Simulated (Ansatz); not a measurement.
Isolated molecules relaxed with PBE0-D4/def2-TZVP in Ansatz; ΔE leaves out vibrations. CCSD(T)/CBS adds triple-zeta CCSD(T) − MP2 to the extrapolated MP2 energy (def2 sets, frozen cores). Functionals use def2-TZVPP. B3LYP here is the variant with VWN-RPA as its local correlation; programs differ in this. HSE06 is defined as in plane-wave codes. For As outer-core shells are correlated without core-valence functions, which leaves a few kJ/mol of doubt a bond. Scalar relativity is left out up to krypton. Each species was taken in one conformer, which may not be the lowest.

`CC[AsH][SiH3]` + `O[SiH3]` → `CCO[SiH3]` + `[SiH3][AsH2]`  (substitution at a C–As bond)

(1) Is it downhill or uphill in electronic energy at CCSD(T)/CBS, and by how much? (An estimate is asked.)

(2) What do these levels give: B3LYP-D4, r2SCAN0-D4, B3LYP, r2SCANh, HSE06, RPA@PBE/def2-TZVPP? (Estimate.)

Largest T1 diagnostic among the species: 0.011.

Answers

(1) Computed: Uphill: ΔE = +0.51 eV.

(2) The calculation gave: B3LYP-D4 0.40, r2SCAN0-D4 0.44, B3LYP 0.36, r2SCANh 0.42, HSE06 0.43, RPA@PBE/def2-TZVPP 0.44 eV.

Leaving LDA and LC-ωPBE aside and taking each functional with its dispersion term where it has one, the values, not all of them listed here, spread over 0.13 eV, from CAM-B3LYP-D4 to PBE-QIDH. LDA lies −0.05 eV from PBE without D4. In def2-TZVPP, CCSD(T) changes the Hartree–Fock value by +0.20 eV (the triples alone add +0.02 eV) and MP2 by +0.31 eV. The D4 term adds +0.05 eV with B3LYP and +0.03 eV with PBE0; it sums over pairs of atoms, weighted by their polarisabilities, and B3LYP, whose exchange is more repulsive, gets the larger term.
